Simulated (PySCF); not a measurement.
# Dipole response of Ni⁻ (nickel, charge -1)

[Ar] 3d9 4s2, 2D determinant. Computed with PySCF 2.14 in dyall-av2z, with no relativity, point nucleus. Coupled (time-dependent) response in atomic units; α is the mean over directions. A double-zeta set is small for polarisabilities.

| method | mean α (bohr³) | α xx, yy, zz | C₆ (like pair) | S(−4) |
| --- | --- | --- | --- | --- |
| MN15 | 467.5 | 467.0, 467.0, 468.6 | 8948 | 190100 |

S(−4) is the Cauchy moment in α(ω) = α(0) + S(−4) ω² + …

α(iu) at MN15:

| u (hartree) | α(iu) (bohr³) |
| --- | --- |
| 0 | 467.5 |
| 0.0500 | 244.2 |
| 0.100 | 115.8 |
| 0.200 | 46.03 |
| 0.300 | 25.34 |
| 0.500 | 11.77 |
| 0.750 | 6.625 |
| 1.00 | 4.521 |
| 1.50 | 2.667 |
| 2.00 | 1.809 |
| 3.00 | 1.011 |
| 5.00 | 0.4680 |

A single London oscillator, α(iu) = α/(1 + u²/ω²), gives C₆ = (3/4) ω α². Matching the computed C₆ needs ω = 4 × 8948 / (3 × 467.5²) = 0.0546 hartree.

For an ion, C₆ is the dispersion term alone; charge-induced terms of lower order in 1/R come first.

The components differ because the open shell of this determinant is not spherical; for a pure term their mean is the scalar polarisability.
